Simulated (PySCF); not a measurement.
**Electron correlation in Ni²⁴⁺ (nickel, charge +24)**

Starting occupation: [He] 2s2. All numbers are calculated (PySCF 2.14, X2C-1e with screened-nucleus spin-orbit coupling, Gaussian nucleus, in an even-tempered Gaussian basis (17 s from 1.7 bohr⁻², ratio 2.6; 12 p from 2.2 bohr⁻², ratio 2.6; 7 d from 2.2 bohr⁻², ratio 2.8; 4 f from 45 bohr⁻², ratio 2.8)). Frozen: nothing; 4 electrons correlated; the 34 highest virtual spinors left out.

MP2 pair energies summed by pair of shells (mhartree):

```json
{"pair": "2s1/2-2s1/2", "energy": "-170.59", "share (%)": "74.1"}
{"pair": "1s1/2-1s1/2", "energy": "-43.49", "share (%)": "18.9"}
{"pair": "1s1/2-2s1/2", "energy": "-16.10", "share (%)": "7.0"}
```

Total MP2 correlation energy: -230.18 mhartree.

The virtual space was cut to 50 spinors, which keep -217.26 of the -230.18 mhartree of MP2 correlation.

```tsv
level	correlation energy (mhartree)
CCSD	-340.38
(T)	-0.49
CCSD(T)	-340.87
```

Diagnostics: T1 = 0.00075, largest double amplitude 0.141.

Cost of the coupled-cluster step: roughly 11 core-seconds, for 4 occupied and 50 virtual spinors.

Iterations:

```
Init t2, MP2 energy = -0.217257332448738
CCSD nocc = 4, nmo = 54
Init t2, MP2 energy = -0.217257332448738
Init E_corr(GCCSD) = -0.217257332448738
cycle = 1  E_corr(GCCSD) = -0.284982353124959  dE = -0.0677250207  norm(t1,t2) = 0.0501442
cycle = 2  E_corr(GCCSD) = -0.315205779536499  dE = -0.0302234264  norm(t1,t2) = 0.0232322
cycle = 3  E_corr(GCCSD) = -0.340440901244614  dE = -0.0252351217  norm(t1,t2) = 0.0108973
cycle = 4  E_corr(GCCSD) = -0.34010610482375  dE = 0.000334796421  norm(t1,t2) = 0.00139261
cycle = 5  E_corr(GCCSD) = -0.340459304499569  dE = -0.000353199676  norm(t1,t2) = 0.000115827
cycle = 6  E_corr(GCCSD) = -0.340380518273305  dE = 7.87862263e-05  norm(t1,t2) = 3.34306e-05
cycle = 7  E_corr(GCCSD) = -0.340380172128875  dE = 3.4614443e-07  norm(t1,t2) = 1.12106e-07
cycle = 8  E_corr(GCCSD) = -0.340380253015981  dE = -8.08871064e-08  norm(t1,t2) = 3.34186e-08
cycle = 9  E_corr(GCCSD) = -0.340380250357399  dE = 2.65858197e-09  norm(t1,t2) = 7.68417e-10
GCCSD converged
E(GCCSD) = -947.2132819464837  E_corr = -0.3403802503573989
```

The coupled-cluster values are those of the cut space; adding the MP2 remainder, -12.92 mhartree, estimates the full space.
